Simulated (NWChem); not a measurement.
MgSiH4; SMILES [MgH][SiH3]

Computed with NWChem. Coordinates come from a PBE-D3(BJ)/def2-SVP optimisation.

For level Hartree-Fock/def2-TZVP:

- highest occupied level (eV) = -9.14
- orbital gap (eV) = 10.38

Q: What are these values for level HCTH/407/def2-TZVP?

A: 
- highest occupied level (eV) = -5.92
- orbital gap (eV) = 4.17
